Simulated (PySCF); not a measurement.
Two species compared at the same levels of theory.

First species: C₅H₈FN.
Bonds: C1–N2 (double), N2–C3, C3–C4 (double), C3–C5, C5–C6, C6–F7. Hydrogens: H8, H9 on C1; H10, H11 on C4; H12, H13 on C5; H14, H15 on C6.

Second species: C₅H₈FN.
Structure used (GFN2-xTB), in Å, numbered top down from 1:
```
atom  x, y, z in Å
C1     2.3772    0.4580    0.0856
N2     1.1154    1.0492   -0.2450
C3     0.0504    0.4029   -0.1994
C4    -1.3719    0.8214   -0.4449
C5    -1.8379   -0.5311    0.1270
C6    -0.3813   -1.0201    0.1553
F7     0.0516   -1.5210    1.3621
H8     2.7899    1.0119    0.9292
H9     2.3228   -0.6052    0.3406
H10    3.0431    0.6020   -0.7658
H11   -1.5966    0.9629   -1.5006
H12   -1.6834    1.7095    0.1001
H13   -2.2456   -0.4512    1.1316
H14   -2.5135   -1.1126   -0.4950
H15   -0.1246   -1.7685   -0.6029
```

Levels: PBE0/def2-SVPD for dipole moment, HOMO energy, LUMO energy, HOMO–LUMO gap, static isotropic polarisability and electronic spatial extent ⟨r²⟩ about the centre of nuclear charge; TDDFT PBE0/def2-SVPD for lowest singlet excitation; TDA PBE0/def2-SVPD for lowest triplet excitation (Tamm–Dancoff); GFN2-xTB for rotational constant A and rotational constant C. Geometries: GFN2-xTB. All species are isolated and taken at one optimised geometry, non-relativistic unless stated. Electronic properties by PySCF.

The conformers computed, where there is a choice (atom-mapped SMILES and torsion angles):
- `[CH2:1]=[N:2][C:3](=[CH2:4])[CH2:5][CH2:6][F:7]`: C1–N2–C3–C4 -51°, N2–C3–C5–C6 63°, C3–C5–C6–F7 -178°

Q: Which of the two has the higher rotational constant A, and by how much?

A: The first: 5.412 GHz against 3.993 GHz, a difference of 1.419 GHz.

Q: Which of the two has the higher LUMO energy, and by how much?

A: The second: -0.63 eV against -1.23 eV, a difference of 0.60 eV.

Q: Which has the higher rotational constant C?

A: The second: 1.594 GHz against 1.191 GHz, a difference of 0.403 GHz.

Q: Which of the two has the higher HOMO–LUMO gap, and by how much?

A: The second: 6.37 eV against 5.74 eV, a difference of 0.63 eV.

Q: Which of the two has the higher dipole moment, and by how much?

A: The first: 2.88 D against 1.59 D, a difference of 1.29 D.

Q: Which has the higher T1 energy?

A: The second: 3.81 eV against 3.30 eV, a difference of 0.51 eV.

Q: Which has the higher S1 energy?

A: The second: 4.54 eV against 4.32 eV, a difference of 0.22 eV.

Q: Which has the higher ⟨r²⟩?

A: The first: 959 bohr² against 773 bohr², a difference of 186 bohr².

On the first: In atomic units the dipole is 1.13 e·bohr (1 au = 2.5417 D). The vertical singlet–triplet gap S1 − T1 is 1.02 eV (TDDFT singlet less Tamm–Dancoff triplet; S1: HOMO→LUMO, weight 0.85; T1: HOMO→LUMO, weight 0.93).

On the second: The polarisability is 9.95 Å³ as a volume (1 au = 0.148185 Å³), or 1.24 au for each of the 54 electrons. S1 lies 1.83 eV below the HOMO–LUMO gap; its leading configuration is HOMO→LUMO, weight 0.98.
